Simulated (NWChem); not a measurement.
System: C4H4OS; SMILES Sc1ccco1

Excerpt of the output:

```
             Northwest Computational Chemistry Package (NWChem) 7.3.0
             --------------------------------------------------------

 CS  symmetry detected

                             Geometry "geometry" -> ""
                             -------------------------

 Output coordinates in angstroms (scale by  1.889725989 to convert to a.u.)

  No.       Tag          Charge          X              Y              Z
 ---- ---------------- ---------- -------------- -------------- --------------
    1 S                   16.0000    -0.04420194    -1.97976109     0.00000000
    2 C                    6.0000    -0.11505097    -0.23024441     0.00000000
    3 C                    6.0000    -1.18040078     0.62126838     0.00000000
    4 C                    6.0000    -0.62031953     1.92340554     0.00000000
    5 C                    6.0000     0.72794766     1.76105064     0.00000000
    6 O                    8.0000     1.04741306     0.44796514     0.00000000
    7 H                    1.0000     1.28591546    -2.01784239     0.00000000
    8 H                    1.0000    -2.21525251     0.35136817     0.00000000
    9 H                    1.0000    -1.15770570     2.84901164     0.00000000
   10 H                    1.0000     1.54191089     2.45703801     0.00000000

 Effective nuclear repulsion energy (a.u.)     269.9740855225

      Symmetry information
      --------------------

 Group name             Cs
 Group number              2
 Group order               2
 No. of unique centers    10

                                Z-matrix (autoz)
                                --------

 Units are Angstrom for bonds and degrees for angles

[...]

      ----------------------
      Optimization converged
      ----------------------

  Step       Energy      Delta E   Gmax     Grms     Xrms     Xmax
  ---- ---------------- -------- -------- -------- -------- --------
@    5    -628.19688447 -2.2D-07  0.00003  0.00001  0.00034  0.00085
                                     ok       ok       ok       ok

                                Z-matrix (autoz)
                                --------

 Units are Angstrom for bonds and degrees for angles

[...]

 Rotational Constants
 --------------------
 A=   0.299091 cm-1  (  0.430315 K)
 B=   0.070532 cm-1  (  0.101477 K)
 C=   0.057073 cm-1  (  0.082113 K)

 Temperature                      =   298.15K
 frequency scaling parameter      =   1.0000

 Zero-Point correction to Energy  =   43.190 kcal/mol  (  0.068828 au)
 Thermal correction to Energy     =   46.248 kcal/mol  (  0.073700 au)
 Thermal correction to Enthalpy   =   46.840 kcal/mol  (  0.074644 au)

 Total Entropy                    =   72.795 cal/mol-K
   - Translational                =   39.700 cal/mol-K (mol. weight =  99.9983)
   - Rotational                   =   26.684 cal/mol-K (symmetry #  =        1)
   - Vibrational                  =    6.411 cal/mol-K

 Cv (constant volume heat capacity) =   17.652 cal/mol-K
   - Translational                  =    2.979 cal/mol-K
   - Rotational                     =    2.979 cal/mol-K
   - Vibrational                    =   11.693 cal/mol-K

[normal modes left out]

 ----------------------------------------------------------------------------
 Normal Eigenvalue ||           Projected Infra Red Intensities
  Mode   [cm**-1]  || [atomic units] [(debye/angs)**2] [(KM/mol)] [arbitrary]
 ------ ---------- || -------------- ----------------- ---------- -----------
    1     -213.124 ||    0.028756           0.663        28.032      27.498
    2       -0.000 ||    0.000010           0.000         0.010       0.010
    3       -0.000 ||    0.000012           0.000         0.012       0.012
    4       -0.000 ||    0.000153           0.004         0.149       0.146
    5       -0.000 ||    0.000088           0.002         0.086       0.084
    6        0.000 ||    0.000082           0.002         0.080       0.078
    7        0.000 ||    0.000041           0.001         0.040       0.039
    8      219.570 ||    0.005246           0.121         5.114       5.017
    9      279.928 ||    0.002756           0.064         2.687       2.636
   10      473.496 ||    0.000504           0.012         0.491       0.482
   11      605.665 ||    0.003743           0.086         3.649       3.579
   12      637.185 ||    0.003835           0.088         3.739       3.667
   13      711.908 ||    0.035252           0.813        34.366      33.710
   14      790.634 ||    0.027979           0.645        27.275      26.755
   15      862.349 ||    0.000097           0.002         0.095       0.093
   16      897.499 ||    0.002734           0.063         2.665       2.615
   17      918.283 ||    0.038864           0.897        37.886      37.164
   18      938.759 ||    0.005850           0.135         5.703       5.594
   19     1038.894 ||    0.017989           0.415        17.536      17.202
   20     1099.058 ||    0.008622           0.199         8.405       8.244
   21     1149.331 ||    0.000654           0.015         0.638       0.626
   22     1210.753 ||    0.022179           0.512        21.621      21.208
   23     1266.701 ||    0.004457           0.103         4.345       4.262
   24     1422.277 ||    0.011693           0.270        11.399      11.181
   25     1520.851 ||    0.066336           1.530        64.668      63.434
   26     1617.032 ||    0.017540           0.405        17.099      16.772
   27     2702.236 ||    0.002542           0.059         2.478       2.431
   28     3268.779 ||    0.004838           0.112         4.716       4.626
   29     3282.974 ||    0.000572           0.013         0.557       0.547
   30     3312.245 ||    0.000302           0.007         0.294       0.288
 ----------------------------------------------------------------------------

 ===============================================================================
      Negative Nuclear Hessian Mode    1  Eigenvalue =   -213.12 cm**(-1)
 -------------------------------------------------------------------------------
   Raw step length:  0.501 angstroms ;  The Raw step for this mode is:
    1 S                   16.0000    -0.00000002     0.00000002     0.02168193
    2 C                    6.0000     0.00000002     0.00000000    -0.02072049
    3 C                    6.0000     0.00000001    -0.00000002    -0.02152768
    4 C                    6.0000    -0.00000002    -0.00000002     0.00563379
    5 C                    6.0000    -0.00000002     0.00000000     0.01190463
    6 O                    8.0000     0.00000005    -0.00000002     0.00920887
    7 H                    1.0000    -0.00000001     0.00000006    -0.49581084
    8 H                    1.0000     0.00000001    -0.00000006    -0.05486851
    9 H                    1.0000    -0.00000007    -0.00000004     0.00477793
   10 H                    1.0000    -0.00000008     0.00000007     0.00613098

  Geometry after  100.0% step for mode  1; Step length =  0.501 angstroms
   Maximum component (any atom: x,y, or z) displacement:  0.937
    1 S                   16.0000    -0.04086899    -2.00424516     0.02168193
    2 C                    6.0000    -0.12382787    -0.23836262    -0.02072049
    3 C                    6.0000    -1.18701952     0.61722742    -0.02152768
    4 C                    6.0000    -0.62438901     1.93885650     0.00563379
    5 C                    6.0000     0.72528857     1.78602960     0.01190463
    6 O                    8.0000     1.05048013     0.45132745     0.00920887
    7 H                    1.0000     1.30636189    -2.05527701    -0.49581084
    8 H                    1.0000    -2.23331158     0.34760129    -0.05486851
    9 H                    1.0000    -1.16561966     2.87479508     0.00477793
   10 H                    1.0000     1.56316159     2.46530711     0.00613098

  Geometry after -100.0% step for mode  1; Step length =  0.501 angstroms
   Maximum component (any atom: x,y, or z) displacement:  0.937
    1 S                   16.0000    -0.04086895    -2.00424521    -0.02168193
    2 C                    6.0000    -0.12382792    -0.23836262     0.02072049
    3 C                    6.0000    -1.18701953     0.61722746     0.02152768
    4 C                    6.0000    -0.62438897     1.93885654    -0.00563379
    5 C                    6.0000     0.72528860     1.78602959    -0.01190463
    6 O                    8.0000     1.05048002     0.45132750    -0.00920887
    7 H                    1.0000     1.30636192    -2.05527714     0.49581084
    8 H                    1.0000    -2.23331161     0.34760141     0.05486851
    9 H                    1.0000    -1.16561953     2.87479515    -0.00477793
   10 H                    1.0000     1.56316174     2.46530696    -0.00613098

  Geometry after   50.0% step for mode  1; Step length =  0.250 angstroms
   Maximum component (any atom: x,y, or z) displacement:  0.468
    1 S                   16.0000    -0.04086898    -2.00424518     0.01084096
    2 C                    6.0000    -0.12382788    -0.23836262    -0.01036025
    3 C                    6.0000    -1.18701952     0.61722743    -0.01076384
    4 C                    6.0000    -0.62438900     1.93885651     0.00281689
    5 C                    6.0000     0.72528857     1.78602959     0.00595232
    6 O                    8.0000     1.05048010     0.45132746     0.00460444
    7 H                    1.0000     1.30636190    -2.05527704    -0.24790542
    8 H                    1.0000    -2.23331159     0.34760132    -0.02743426
    9 H                    1.0000    -1.16561962     2.87479509     0.00238897
   10 H                    1.0000     1.56316163     2.46530707     0.00306549

  Geometry after  -50.0% step for mode  1; Step length =  0.250 angstroms
   Maximum component (any atom: x,y, or z) displacement:  0.468
    1 S                   16.0000    -0.04086896    -2.00424520    -0.01084096
    2 C                    6.0000    -0.12382791    -0.23836262     0.01036025
    3 C                    6.0000    -1.18701953     0.61722745     0.01076384
    4 C                    6.0000    -0.62438898     1.93885653    -0.00281689
    5 C                    6.0000     0.72528859     1.78602959    -0.00595232
    6 O                    8.0000     1.05048005     0.45132749    -0.00460444
    7 H                    1.0000     1.30636191    -2.05527711     0.24790542
    8 H                    1.0000    -2.23331160     0.34760138     0.02743426
    9 H                    1.0000    -1.16561956     2.87479513    -0.00238897
   10 H                    1.0000     1.56316170     2.46530700    -0.00306549

  Geometry after   21.3% step for mode  1; Step length =  0.107 angstroms
   Maximum component (any atom: x,y, or z) displacement:  0.200
    1 S                   16.0000    -0.04086897    -2.00424518     0.00462821
    2 C                    6.0000    -0.12382789    -0.23836262    -0.00442298
    3 C                    6.0000    -1.18701953     0.61722743    -0.00459528
    4 C                    6.0000    -0.62438899     1.93885652     0.00120258
    5 C                    6.0000     0.72528858     1.78602959     0.00254115
    6 O                    8.0000     1.05048009     0.45132747     0.00196572
    7 H                    1.0000     1.30636190    -2.05527706    -0.10583545
    8 H                    1.0000    -2.23331159     0.34760133    -0.01171220
    9 H                    1.0000    -1.16561961     2.87479510     0.00101989
   10 H                    1.0000     1.56316165     2.46530705     0.00130871

  Geometry after  -21.3% step for mode  1; Step length =  0.107 angstroms
   Maximum component (any atom: x,y, or z) displacement:  0.200
    1 S                   16.0000    -0.04086896    -2.00424519    -0.00462821
    2 C                    6.0000    -0.12382790    -0.23836262     0.00442298
    3 C                    6.0000    -1.18701953     0.61722744     0.00459528
    4 C                    6.0000    -0.62438898     1.93885652    -0.00120258
    5 C                    6.0000     0.72528859     1.78602959    -0.00254115
    6 O                    8.0000     1.05048006     0.45132748    -0.00196572
    7 H                    1.0000     1.30636190    -2.05527709     0.10583545
    8 H                    1.0000    -2.23331160     0.34760136     0.01171220
    9 H                    1.0000    -1.16561958     2.87479512    -0.00101989
   10 H                    1.0000     1.56316168     2.46530702    -0.00130871

  Geometry after   10.7% step for mode  1; Step length =  0.053 angstroms
   Maximum component (any atom: x,y, or z) displacement:  0.100
    1 S                   16.0000    -0.04086897    -2.00424518     0.00231410
    2 C                    6.0000    -0.12382789    -0.23836262    -0.00221149
    3 C                    6.0000    -1.18701953     0.61722744    -0.00229764
    4 C                    6.0000    -0.62438899     1.93885652     0.00060129
    5 C                    6.0000     0.72528858     1.78602959     0.00127058
    6 O                    8.0000     1.05048008     0.45132747     0.00098286
    7 H                    1.0000     1.30636190    -2.05527707    -0.05291772
    8 H                    1.0000    -2.23331160     0.34760134    -0.00585610
    9 H                    1.0000    -1.16561960     2.87479511     0.00050995
   10 H                    1.0000     1.56316165     2.46530704     0.00065436

  Geometry after  -10.7% step for mode  1; Step length =  0.053 angstroms
   Maximum component (any atom: x,y, or z) displacement:  0.100
    1 S                   16.0000    -0.04086896    -2.00424519    -0.00231410
    2 C                    6.0000    -0.12382790    -0.23836262     0.00221149
    3 C                    6.0000    -1.18701953     0.61722744     0.00229764
    4 C                    6.0000    -0.62438899     1.93885652    -0.00060129
    5 C                    6.0000     0.72528858     1.78602959    -0.00127058
    6 O                    8.0000     1.05048007     0.45132748    -0.00098286
    7 H                    1.0000     1.30636190    -2.05527708     0.05291772
    8 H                    1.0000    -2.23331160     0.34760135     0.00585610
    9 H                    1.0000    -1.16561958     2.87479512    -0.00050995
   10 H                    1.0000     1.56316167     2.46530702    -0.00065436
```

Level: B3LYP/6-31G* (spherical d). The optimisation ended at a saddle point (imaginary frequency).

**Question.** Which NWChem input produces such a log?

**Answer.** Several could match; the one computed here: the input that was run:
```
start job
memory heap 200 mb stack 900 mb global 1100 mb
geometry units angstroms
  S      1.911888    -0.196713    -0.288284
  C      0.177948    -0.131527    -0.053697
  C     -0.775957    -1.100105    -0.163087
  C     -2.001120    -0.456953     0.144457
  C     -1.697091     0.838938     0.413560
  O     -0.367288     1.048408     0.295247
  H      2.091358     1.091066    -0.005303
  H     -0.620023    -2.124942    -0.426066
  H     -2.971811    -0.907555     0.160185
  H     -2.297048     1.682065     0.689464
end
basis spherical
  * library 6-31g*
end
dft
  xc b3lyp
  iterations 150
end
driver
  maxiter 120
end
task dft optimize
task dft freq
```
